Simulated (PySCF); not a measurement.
Identify the unknown among the candidates.

All candidates are C6H11NOSi.

* NMR, other nuclei: isotropic shieldings of nuclei other than C and H, by class: 263 (1 N), -338 (1 O), 398 (1 Si) ppm [GIAO PBE0/pcSseg-1]
* 1H NMR: chemical shifts (computed TMS as zero) by class: 7.41 (1 H), 6.58 (1 H), 6.27 (1 H), 5.65 (1 H), 5.49 (1 H), 5.02 (2 H), 3.61 (2 H), -0.05 (2 H) ppm [GIAO PBE0/pcSseg-1]
* 13C NMR: chemical shifts (computed TMS as zero) by class: 208.3 (1 C), 156.2 (1 C), 148.8 (1 C), 146.3 (1 C), 124.9 (1 C), 52.0 (1 C) ppm [GIAO PBE0/pcSseg-1]
* Dipole: 3.16 D [PBE0/pcSseg-1]
* Rotational structure: rotational constants A, B, C: 2.790, 0.749, 0.623 GHz [GFN2-xTB]

Electronic properties: PySCF, gas phase, density fitting. Levels stand in brackets. Geometry: GFN2-xTB, one conformer, isolated molecule. Each NMR value is the plain mean over a class of atoms that symmetry, rotation or inversion makes alike.

Question: Which candidate is it?
A. `C[Si]1(C)C[C@H](C#N)CO1`
B. `CO[C@@H]1C[C@@H](C#N)C[SiH2]1`
C. `C=CCC(=O)C(=C)[SiH2]N`
D. `[H]/N=C\C[SiH2]O[C@]12C[C@H]1C2`

Answer: C. It is `C=CCC(=O)C(=C)[SiH2]N`. Numbering: `[CH2:1]=[CH:2][CH2:3][C:4](=[O:5])[C:6](=[CH2:7])[SiH2:8][NH2:9]`. Its formula, C6H11NOSi, gives 3 degrees of unsaturation: 0 rings and 3 π bonds in the structure found. 6 carbons fall into 6 classes; from least to most shielded: ketone carbonyl carbon [C4] (208.3 ppm), fully substituted alkene carbon [C6] (156.2 ppm), terminal =CH2 carbon [C7] (148.8 ppm), alkene CH carbon [C2] (146.3 ppm), terminal =CH2 carbon [C1] (124.9 ppm), sp3 carbon next to a carbonyl [C3] (52.0 ppm). Hydrogen classes from least to most shielded: 1 H on a terminal =CH2 carbon, C7 (7.41 ppm), 1 H on a terminal =CH2 carbon, C7 (6.58 ppm), 1 H on an alkene CH carbon, C2 (6.27 ppm), 1 H on a terminal =CH2 carbon, C1 (5.65 ppm), 1 H on a terminal =CH2 carbon, C1 (5.49 ppm), 2 H on an SiH2 silicon, Si8 (5.02 ppm), 2 H on an sp3 carbon next to a carbonyl, C3 (3.61 ppm, a mean of values up to 0.6 ppm apart in this geometry), 2 H on a silicon-bound nitrogen, N9 (-0.05 ppm). The other shieldings belong to: 263 ppm, silicon-bound nitrogen [N9]; -338 ppm, ketone oxygen [O5]; 398 ppm, SiH2 silicon [Si8]. The optimised geometry has point group C1 and is an asymmetric top.

The others, at the same levels:
- `C[Si]1(C)C[C@H](C#N)CO1` fails: its computed 13C shifts are 129.0 (1 C), 74.4 (1 C), 29.1 (1 C), 19.0 (1 C), 2.1 (1 C), 0.2 (1 C) ppm, 1H shifts are 4.59 (1 H), 4.08 (1 H), 2.86 (1 H), 1.13 (1 H), 0.92 (1 H), 0.44 (3 H), 0.18 (3 H) ppm and rotational constant A is 2.258 GHz (against 2.790 GHz).
- `CO[C@@H]1C[C@@H](C#N)C[SiH2]1` fails: its computed 13C shifts are 128.2 (1 C), 76.8 (1 C), 59.7 (1 C), 39.2 (1 C), 26.3 (1 C), 15.5 (1 C) ppm, 1H shifts are 4.41 (1 H), 4.15 (1 H), 3.54 (1 H), 3.47 (3 H), 2.76 (1 H), 2.57 (1 H), 1.48 (1 H), 1.02 (1 H), 0.90 (1 H) ppm and rotational constant A is 2.033 GHz (against 2.790 GHz).
- `[H]/N=C\C[SiH2]O[C@]12C[C@H]1C2` fails: it has 5 carbon classes against 6; its computed 13C shifts are 174.0 (1 C), 53.2 (1 C), 35.5 (2 C), 33.2 (1 C), 4.0 (1 C) ppm, 1H shifts are 10.47 (1 H), 8.02 (1 H), 4.80 (2 H), 1.99 (2 H), 1.95 (1 H), 1.75 (2 H), 0.84 (2 H) ppm and rotational constant A is 3.179 GHz (against 2.790 GHz).

Each candidate is one conformer, not necessarily the lowest. Dipoles, sizes and rotational constants follow the conformer. The torsions of the flexible species, by atom-mapped SMILES:
- `[H]/[N:2]=[CH:3]\[CH2:4][SiH2:5][O:6][C@:7]12[CH2:8][C@H:9]1[CH2:10]2`: N2–C3–C4–Si5 98°, C3–C4–Si5–O6 63°, C4–Si5–O6–C7 -177°, Si5–O6–C7–C8 129°

The conformers of `C=CCC(=O)C(=C)[SiH2]N`, `C[Si]1(C)C[C@H](C#N)CO1` and `CO[C@@H]1C[C@@H](C#N)C[SiH2]1` aren't listed.
